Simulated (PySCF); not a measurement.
**Where the electron goes**

C6H5NO.
SMILES with atom numbers: `[O:1]=[CH:2][c:3]1[cH:4][cH:5][cH:6][cH:7][n:8]1` (hydrogens: H9 on C2; H10 on C4; H11 on C5; H12 on C6; H13 on C7)

Geometry (PBE0-D3(BJ)/def2-SVP, Å), atoms numbered from 1 in this order:
```xyz
13
C6H5NO angstrom
O      3.0541    0.6787    0.1912
C      2.3405   -0.2714   -0.0018
C      0.8521   -0.2085    0.0058
C      0.2026    1.0053    0.2466
C     -1.1872    1.0141    0.2428
C     -1.8596   -0.1824    0.0005
C     -1.1119   -1.3402   -0.2284
N      0.2154   -1.3577   -0.2266
H      2.7364   -1.2964   -0.2061
H      0.8026    1.8995    0.4279
H     -1.7413    1.9381    0.4256
H     -2.9509   -0.2238   -0.0123
H     -1.6163   -2.2939   -0.4214
```

Computed with TDDFT B3LYP/def2-SVPD, vertical, gas phase, core orbitals frozen in the response in PySCF 2.14.0, density-fitted response routines.

Kohn–Sham orbitals with the atoms that hold most of them (Löwdin shares over 4%, at most four atoms; ? is withheld):

```json
{"orbital": "LUMO+2", "ε (eV)": "0.26", "atoms": "C2 23%, O1 14%, C6 14%, C7 12%"}
{"orbital": "LUMO+1", "ε (eV)": "-1.44", "atoms": "C5 22%, C7 19%, C4 19%, N8 18%"}
{"orbital": "LUMO", "ε (eV)": "-2.44", "atoms": "C2 20%, O1 20%, C3 13%, C6 13%"}
{"orbital": "HOMO", "ε (eV)": "?", "atoms": "?"}
{"orbital": "HOMO-1", "ε (eV)": "-7.89", "atoms": "?"}
{"orbital": "HOMO-2", "ε (eV)": "-7.96", "atoms": "N8 46%, O1 18%, C3 9%, C7 9%"}
{"orbital": "HOMO-3", "ε (eV)": "-8.65", "atoms": "C5 28%, N8 23%, C4 14%, C6 14%"}
```

Q: Give the leading atoms of the HOMO.

A: O1 (bonded to C) 45%; N8 (bonded to 2 C) 15%; C2 (bonded to C, O and H) 14%; C3 (bonded to 2 C and N) 9%. By element: oxygen 45%, carbon 23% or more, nitrogen 15%.

Q: Give the leading atoms of the HOMO-1.

A: C7 (bonded to C, N and H) 19%; C3 (bonded to 2 C and N) 18%; C6 (bonded to 2 C and H) 18%; C4 (bonded to 2 C and H) 18%.

Q: What is the HOMO energy, and the HOMO–LUMO gap?

A: ε(HOMO) = -7.36 eV; the gap is 4.92 eV (0.1809 hartree).

Q: How does S1 compare with the orbital gap of 4.92 eV?

A: S1 is at 3.48 eV (f = 0.0000), 1.44 eV below the gap, made of HOMO→LUMO (95%). 

Q: Give energy, strength and leading configuration of S1, S2, S3 and S5, and follow the Löwdin shares of the leading atoms from the occupied to the empty orbital.

A: 
- S1 (3.48 eV, f 0.0000), HOMO→LUMO (95%): O1 45% → 20%, N8 15% → at most 14%, C2 14% → 20%
- S2 (4.23 eV, f 0.0007), HOMO-2→LUMO (95%): N8 46% → at most 14%, O1 18% → 20%, C2 at most 9% → 20%
- S3 (4.85 eV, f 0.0017), HOMO→LUMO+1 (84%): O1 45% → at most 18%, N8 15% → 18%, C5 at most 10% → 22%, C7 at most 10% → 19%
- S5 (5.37 eV, f 0.0010), HOMO-2→LUMO+1 (83%): N8 46% → 18%, O1 18% → at most 18%, C5 at most 9% → 22%, C7 9% → 19%

Löwdin shares depend on the basis, the more so with diffuse functions.

One conformer stands for the species.
